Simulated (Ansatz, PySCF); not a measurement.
Dimer: H2O (SMILES O) (first 3 atoms) with CH2F2 (SMILES FCF); geometry from B3LYP-D3(BJ)/def2-TZVP, rigid monomers moved along the line of their centres of mass till H3···F6 is 1.97 Å.
(charge 0, multiplicity 1):
```xyz
8

O      0.246     0.289    -0.052
H      0.382    -0.471    -0.627
H     -0.541     0.084     0.467
F      0.703    -0.687     3.529
C      0.306     0.458     2.910
F     -0.946     0.244     2.386
H      0.984     0.675     2.086
H      0.229     1.252     3.653
```

Interaction energies are E(AB) − E(A) − E(B) at the monomers' geometry in the complex; basis-set methods are counterpoise corrected. Rows marked so take none.

Rows in 6-31G* carry no dispersion term and start afresh at each structure (6-31G* with six Cartesian d functions).

The values were computed with Ansatz (Gaussian basis) for Hartree–Fock, density functionals and correlated methods; PySCF for 6-31G* rows, the dispersion terms. Each number belongs to the level named beside it.

### Question
One of these levels gives -112.2 meV for the interaction energy. Which one is it?
A) PBE-D3(BJ)/def2-TZVPPD
B) PBE/def2-TZVPPD
C) B3LYP/6-31G* (no counterpoise)

### Answer
A, PBE-D3(BJ)/def2-TZVPPD. The others give -81.3 (PBE/def2-TZVPPD), -236.3 (B3LYP/6-31G* (no counterpoise))

Ansatz is an electronic-structure program.
